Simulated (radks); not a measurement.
Results of a calculation; reference values are marked as such.
Numerical settings for neutral oxygen, [He] 2s2 2p4. Code: a radial shooting solver on a logarithmic mesh with Libxc functionals. Model: scalar-relativistic Kohn-Sham, BLYP, spin-polarised, spherical densities, point nucleus; open shells are filled with parallel spins first. The defaults (mesh step 0.008 in ln r, mesh end at 40 bohr or more with all orbitals vanishing there, Anderson mixing 0.5 over 9 steps, residual threshold near 1e-9 with the energy settled to 1e-9 hartree or 1e-11 of itself, here a cap of 74 iterations) give E = -75.1354 hartree and 2p at -7.231 eV in 14 iterations. Run on one thread of a shared host, so times are rough (Arm Neoverse V1): 0.09 s of CPU time, 0.09 s wall, 14 iterations on 2496 mesh points. Changes against that run (0 stands for a change within the tolerance of the run):

\begin{tabular}{lrrrrr}
setting & iterations & converged & E (mhartree) & e(2p) (meV) & CPU (s) \\ \hline
mesh step in ln r 0.012 & 14 & yes & 0 & 0 & 0.07 \\
mesh step in ln r 0.005 & 14 & yes & 0 & 0 & 0.14 \\
mesh step in ln r 0.05 & 14 & yes & 0 & 0 & 0.02 \\
mesh end (bohr) 400 & 14 & yes & 0 & 0 & 0.09 \\
mesh end (bohr) 5 & 14 & yes & +6.9 & +404 & 0.08 \\
residual threshold 1e-05 & 10 & yes & 0 & -0.0491 & 0.07 \\
residual threshold 1e-13 & 20 & yes & 0 & 0 & 0.12 \\
mixing 0.05 & 19 & yes & 0 & 0 & 0.12 \\
linear mixing, mixing 0.05 & 74 & no & +0.0284 & -262 & 0.4 \\
linear mixing, mixing 0.5 & 33 & yes & 0 & 0 & 0.17 \\
mixing history 3 & 17 & yes & 0 & 0 & 0.1 \\
iteration cap 3 & 3 & no & +0.778 & -121 & 0.02 \\
\end{tabular}

Settings that end as converged yet miss the energy by more than 1 mhartree: mesh end (bohr) 5 (+0.0069 hartree). A mesh that ends early acts as a hard wall.
